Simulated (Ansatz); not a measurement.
GeH3N (SMILES [NH2][GeH]) moved off its minimum; all values from Ansatz (an electronic-structure program), cores frozen in correlated methods.
(charge 0, multiplicity 1)
```xyz
5

Ge    -0.11163     0.17610     0.35217
H     -0.49288     1.44229    -0.76202
N      0.43368    -0.95467    -0.99601
H      0.52367    -0.74935    -1.86108
H      0.95427    -1.78398    -0.67840
```

Q: Give the forces (eV/Å), the total energy and the dipole at CCSD(T)/aug-cc-pVTZ.

A: 
```
atom      Fx      Fy      Fz
----  ------  ------  ------
Ge1   -0.250   0.880  -1.052
H2     0.193  -0.898   0.797
N3    -0.215  -2.169   8.251
H4     0.793   1.664  -7.395
H5    -0.521   0.524  -0.602
```
Energy -2131.9622 hartree, dipole 1.41 D.
